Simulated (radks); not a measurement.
Dispersion coefficients C6 (hartree bohr^6) between ground-configuration atoms and ions, from the Casimir-Polder integral (3/pi) of alpha_A(iw) alpha_B(iw). All-electron calculation, non-relativistic Kohn-Sham, exchange-only LDA, spin-polarised, spherical densities, point nucleus; open shells are filled with parallel spins first (spin-orbit coupling, left out, can overturn this in heavy ions). Program: a radial shooting solver on a logarithmic mesh with Libxc functionals. Response by self-consistent Sternheimer equations with the Hartree and adiabatic exchange-only LDA kernel. For heavy and open-shell atoms this level of theory can miss by tens of per cent.

C6,Sn,Sc+,Mo,Br,Cl,F+
Sn,773.6,,,,,
Sc+,537.6,382.8,,,,
Mo,819.7,577.7,876.1,,,
Br,372.9,247.9,386.6,197.0,,
Cl,275.1,181.9,284.5,147.1,110.0,
F+,41.37,26.41,42.27,24.30,18.41,3.706

Static polarisabilities (bohr^3): Sn ([Kr] 4d10 5s2 5p2) 68.43, Sc+ ([Ar] 3d1 4s1) 56.83, Mo ([Kr] 4d5 5s1) 82.06, Br ([Ar] 3d10 4s2 4p5) 23.93, Cl ([Ne] 3s2 3p5) 17.01, F+ ([He] 2s2 2p4) 1.959. The combination rule 2 Ca Cb / ((alpha_b/alpha_a) Ca + (alpha_a/alpha_b) Cb) gives 37.83 for Sn-F+, against 41.37 from the integral.
